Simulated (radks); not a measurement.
Results of a calculation; reference values are marked as such.
Problem. Isoelectronic series with 40 electrons, each ion in its NIST ground configuration. Code: a radial shooting solver on a logarithmic mesh with Libxc functionals. Model: scalar-relativistic Kohn-Sham, PBE, spin-polarised, spherical densities, point nucleus; open shells are filled with parallel spins first (spin-orbit coupling, left out, can overturn this in heavy ions). Total energies (hartree) and orbital eigenvalues (eV) (* marks an orbital that is empty in some or all of the ions):

| ion | configuration | E (hartree) | 4d down* | 4d up | 5s up* | 4p down | 4p up |
|---|---|---|---|---|---|---|---|
| Zr | [Kr] 4d2 5s2 | -3598.55241 | -2.8983 | -4.0583 | -4.6996 | -31.7461 | -32.8520 |
| Nb+ | [Kr] 4d4 | -3819.46259 | -7.4838 | -10.1500 | -9.9497 | -39.3229 | -41.6482 |
| Mo2+ | [Kr] 4d4 | -4047.90733 | -18.8964 | -21.9355 | -18.3426 | -54.9425 | -57.7595 |
| Tc3+ | [Kr] 4d4 | -4283.81378 | -33.0901 | -36.4571 | -28.4681 | -73.3928 | -76.6257 |
| Ru4+ | [Kr] 4d4 | -4527.18821 | -49.6777 | -53.3466 | -40.1249 | -94.2463 | -97.8474 |
| Rh5+ | [Kr] 4d4 | -4778.04793 | -68.4577 | -72.4120 | -53.2081 | -117.2955 | -121.2330 |
| Pd6+ | [Kr] 4d4 | -5036.41669 | -89.3108 | -93.5391 | -67.6552 | -142.4240 | -146.6754 |
| Ag7+ | [Kr] 4d4 | -5302.32262 | -112.1595 | -116.6536 | -83.4254 | -169.5596 | -174.1083 |
| In9+ | [Kr] 4d4 | -5856.87494 | -163.6434 | -168.6519 | -118.8313 | -229.6744 | -234.7827 |
| Sn10+ | [Kr] 4d4 | -6145.59241 | -192.2101 | -197.4696 | -138.4329 | -262.5964 | -267.9715 |
| Sb11+ | [Kr] 4d4 | -6441.98867 | -222.6274 | -228.1348 | -159.2854 | -297.4025 | -303.0379 |
| Te12+ | [Kr] 4d4 | -6746.10483 | -254.8773 | -260.6302 | -181.3816 | -334.0797 | -339.9700 |
| I13+ | [Kr] 4d4 | -7057.98398 | -288.9454 | -294.9417 | -204.7164 | -372.6187 | -378.7593 |
| Xe14+ | [Kr] 4d4 | -7377.67120 | -324.8202 | -331.0581 | -229.2868 | -413.0123 | -419.3995 |

Estimate the row of Cd8+ ([Kr] 4d4).

Solution. E (hartree) -5575.79727; 4d down* -136.9501; 4d up -141.7038; 5s up* -100.4907; 4p down -198.6542; 4p up -203.4876.
